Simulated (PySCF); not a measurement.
# Broadened absorption spectrum of C8H12

Compound: C8H12.
InChI=1S/C8H12/c1-7(2)5-6-8(3)4/h5-6H,1,3H2,2,4H3/b6-5-

Level of theory: TDDFT PBE0/def2-SVPD, vertical, gas phase, core orbitals frozen in the response in PySCF. Isolated species at its GFN2-xTB geometry (one conformer only). Torsions of this conformer, `[CH2:1]=[C:2]([CH3:3])/[CH:4]=[CH:5]\[C:6](=[CH2:7])[CH3:8]`: C1–C2–C4–C5 -131°, C4–C5–C6–C7 -133°.

Each state is given a Gaussian of 0.4 eV full width at half maximum, with ε(max) = 2.175×10⁸ f / Δν̃ (Δν̃ the width in cm⁻¹). The width is an assumption, not a result. The curve ends short of the highest state used, and states not computed would add to its high-energy end.

(λ (nm), ε (L mol⁻¹ cm⁻¹)): (198.3, 1386), (201.9, 963), (205.5, 456), (209.2, 148), (212.8, 39), (216.4, 24), (220.0, 70), (223.6, 241), (227.3, 815), (230.9, 2345), (234.5, 5587), (238.1, 10720), (241.8, 16706), (245.4, 20869), (249.0, 21516), (252.6, 18583), (256.2, 13640), (259.9, 8496), (263.5, 4667), (267.1, 2262), (270.7, 978), (274.3, 380), (278.0, 130), (281.6, 42)

Q: Locate the maxima and give the states behind the curve.

A: 248 nm (5.00 eV), ε about 22000, made up of S1 (100%) (ε in L mol⁻¹ cm⁻¹; maxima over ε = 5, shares over 10%). At its high-energy end, 6.25 eV, the curve is still rising (ε about 1400, from S3 and S4). The states used: S1 5.00 eV (f 0.322); S2 5.33 eV (f 0.0035); S3 6.26 eV (f 0.0047); S4 6.29 eV (f 0.015); S5 6.43 eV (f 0.0017); S6 6.85 eV (f 0.0027).

Q: On this curve, what absorbance would a 10⁻⁵ mol/L sample give at 254 nm over a 1 cm path?

A: 254 nm is 4.881 eV, where ε is about 17000 L mol⁻¹ cm⁻¹, so A = ε c l ≈ 0.17 (Beer–Lambert, with the gas-phase spectrum and the assumed width).

Q: What would ε be at 5.00 eV, the highest of these maxima, with half the width (0.2 eV)?

A: About 43400 L mol⁻¹ cm⁻¹ against 21700, a factor of about 2.00; a lone state at its own centre would give exactly 2.

Q: Coming from long wavelengths, where does ε first pass 100 L mol⁻¹ cm⁻¹?

A: At about 279 nm (4.45 eV), 0.56 eV below S1.
